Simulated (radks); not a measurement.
Question: Successive ionisation energies (eV) of one element, from differences of total energies of ions in their ground configurations, starting at charge 22: 717.91, 753.59, 811.72, 848.95, 942.35, 980.54, 1695.1, 1781.3, 1869.1, 1958.4, 2049.1, 2141.3, 2255.3, 2351.5, 2449.0, 2547.9, 2820.2, 2907.9, 2996.1, 3084.8, 3275.1, 3367.4. Calculated with a radial shooting solver on a logarithmic mesh with Libxc functionals: Dirac Kohn-Sham, PBE, spin-unpolarised, spherical densities, finite nucleus; open shells fill j = l - 1/2 first; Fermi nuclear charge, rms radius 4.8378 fm. Which element is it?

Answer: Barium (Z = 56). The first species listed is Ba22+ in [Ar] 3d10 4s2 4p4, the last Ba43+ in [Ne] 3s2 3p1.
